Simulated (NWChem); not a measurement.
# Correlation energy of 1,1,1,2-tetrafluoroethane (C₂H₂F₄)

SMILES: FC(CF)(F)F
```xyz
8

F      1.0611    -1.6289     0.0000
C     -0.2105    -1.1548     0.0000
C     -0.1972     0.3586     0.0000
F      0.4164     0.8438     1.0759
F      0.4164     0.8438    -1.0759
F     -1.4562     0.8049     0.0000
H     -0.7469    -1.4971     0.8994
H     -0.7469    -1.4971    -0.8994
```
Charge 0, spin multiplicity 1.

Everything below was run with NWChem. All single points use one geometry, from PBE0/def2-SVP, a minimum by its harmonic frequencies.

Basis set: STO-3G. Each correlation energy counts from its own Hartree-Fock reference.

The correlated methods keep 6 core orbitals frozen. No row is a measurement; the coupled-cluster row has its own basis-set and correlation limits.

Q: One of these methods gave a correlation energy of -156.1 mHa. Which?
(A) MP2
(B) CCSD
(C) SCS-MP2
(D) CR-CCSD[T]

A: A, MP2. The others give -167.9 (SCS-MP2), -204.8 (CR-CCSD[T]), -199.7 (CCSD).
